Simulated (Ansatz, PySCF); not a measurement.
Species: sum formula BeHSBr, charge 0, multiplicity 1. 
Structure (B3LYP-D3(BJ)/def2-TZVP (Ansatz, a first-principles code) minimum search):
```xyz
4

Be    -0.4605     0.4338     0.1403
Br     0.9483    -0.8534    -0.3129
S     -1.8126     1.7019     0.5556
H     -2.3446     0.9031     1.5007
```

Dipole moments at this geometry, in debye (magnitudes).

| level | program | dipole (D) |
|---|---|---|
| HF/def2-TZVPD | PySCF | 0.83 |
| BLYP/def2-TZVPD | PySCF | 0.69 |
| revPBE/def2-TZVPD | Ansatz | 0.72 |
| TPSS/def2-TZVPD | PySCF | 0.73 |
| B97M-V/def2-TZVPD | Ansatz | 0.75 |
| BHLYP/def2-TZVPD | Ansatz | 0.78 |
| r2SCANh/def2-TZVPD | Ansatz | 0.78 |
| M06-2X/def2-TZVPD | PySCF | 0.77 |
| wB97M-V/def2-TZVPD | Ansatz | 0.75 |
| CCSD(T)/def2-SVPD | Ansatz | 0.74 |
